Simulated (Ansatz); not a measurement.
Basis-set extrapolation for `CC(C)[O][AlH2]` (PBE0-D4/def2-TZVP geometry, frozen core, the Gaussian-basis code of Ansatz). Multiplicity 1, RHF reference.

|  | def2-TZVPP | def2-QZVPP |
| --- | --- | --- |
| HF | -435.750125 | -435.766969 |
| MP2 correlation | -0.847247 | -0.905529 |
| CCSD(T) correlation | -0.930300 | not run |

Energies in hartree. Use E(X) = E(∞) + A·exp(−7.88·√X) for Hartree–Fock and E(X) = E(∞) + B·X^(−2.97) for correlation, with X = 3 and 4, and add CCSD(T) minus MP2 of the smaller set to the MP2 limit.

Question: What is the CCSD(T) energy at the basis-set limit?

Answer: HF limit: -435.766969 + (-0.016844) × 0.13774 = -435.76929. MP2 limit: -0.905529 + (-0.058282) × 0.74074 = -0.94870. Higher-order term: -0.930300 − (-0.847247) = -0.08305. Total: -436.80104 hartree, 75.7 kcal/mol below CCSD(T)/def2-TZVPP.
